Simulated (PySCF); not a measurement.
# Spin-rotation constants: `C(C)[CH2][AlH2]`, C$_{3}$H$_{9}$Al

Cartesian coordinates in Å; atom numbers follow the order of the lines, from 1:
```xyz
13

C    -1.340    0.256   -1.038
C    -0.856   -0.354    0.269
C     0.616   -0.771    0.217
Al    1.903    0.687   -0.073
H    -0.765    1.165   -1.293
H    -2.400    0.548   -0.993
H    -1.224   -0.452   -1.876
H    -1.008    0.376    1.083
H    -1.494   -1.219    0.522
H     0.769   -1.554   -0.549
H     0.909   -1.255    1.171
H     3.326    0.408   -0.736
H     1.558    2.167    0.416
```

The calculation used GIAO KT3/pcSseg-1 magnetisability, rotational g tensor and spin-rotation constants, non-relativistic, gas phase in PySCF. Geometry: PBE0-D3(BJ)/def2-SVP.

Problem. Give the nuclear spin-rotation constants along the inertial axes (H = +C I·J) beside the isotropic shieldings.

Solution. Rotational constants 10.5556, 3.0664, 2.6650 GHz. A star marks the isotopologue with that one atom substituted, in its own axes.
```
atom  isotope  Caa (kHz)  Cbb (kHz)  Ccc (kHz)  mean (kHz)  σ (ppm)
 Al4     27Al      8.490      2.219      2.357       4.355    285.5
  H5       1H     -0.420     -0.111     -0.323      -0.285     30.7
  H6       1H     -0.004     -0.301     -0.222      -0.176     29.9
  H7       1H     -1.105     -0.344      0.070      -0.460     30.4
  H8       1H     -1.011     -0.329      0.085      -0.418     29.5
  H9       1H     -0.395     -0.101     -0.261      -0.252     29.4
 H10       1H     -1.139     -0.326      0.061      -0.468     30.4
 H11       1H     -1.040      0.002     -0.280      -0.439     30.9
 H12       1H     -0.062     -0.208     -0.062      -0.111     25.9
 H13       1H     -0.707     -0.107      0.015      -0.267     25.9
  C1     13C*      1.635      0.424      0.459       0.839    159.5
  C2     13C*      1.654      0.495      0.431       0.860    157.0
  C3     13C*      1.435      0.479      0.462       0.792    160.8
```
For the geometry as given, no vibrational averaging.

Problem. How do the rotational constants and the g tensor change when H5, H6, H7, H8, H9, H10, H11, H12, H13 are replaced by deuterium?

Solution. Constants 7.3004, 2.5009, 2.1860 GHz; g -0.0438, -0.0176, -0.0184, against -0.0635, -0.0214, -0.0224 before.
